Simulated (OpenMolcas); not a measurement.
An OpenMolcas run meant for Ge (ANO-R1, X2C; inactive shells 1s 2s 2p 3s 3p 3d; intended active space 4 electrons in 4 orbitals (4s 4p)). One step of its input:

```
&CASPT2
Multistate=3 1 2 3
Frozen=3 6
IPEA=0.25
Imaginary=1.5
MaxIter=60
WThr=0.0 0.3 0.05
PrWF=0.5
NoMix
```

The run finished. Its levels beside those of a sound run (SS-CASPT2, IPEA 0.25 Eh, imaginary shift 0.1 Eh (closed shells correlated: 3d)), in cm⁻¹ above each run's lowest level:

```csv
Level,This run,Usual run
4s² 4p² ³P₀,0.0,0.0
4s² 4p² ³P₁,460,462
4s² 4p² ³P₂,1210,1207
4s² 4p² ¹D₂,9084,8383
4s² 4p² ¹S₀,18603,18158
4s 4p³ ⁵S°₂,35558,36425
```

Q: Which setting is unsound, and how much does it matter here?

A: The level shift is far above the usual 0.1 to 0.3 hartree and damps the second-order energy. Against the sound run the excited levels shown move by 400 cm-1 on average and by 870 cm-1 at most.

Some high roots are left out of the spin-orbit mixing, which shifts the levels that they would mix with. Terms of s pⁿ other than that of highest spin mix with s² pⁿ⁻² d, which this space lacks; all of them can be thousands of cm-1 off, and some have no real level of that name. Some terms miss by over 15 % even with CASPT2, which points to a basis or an active space too small for the shells correlated. Only configurations of the active space appear.

° marks odd parity.
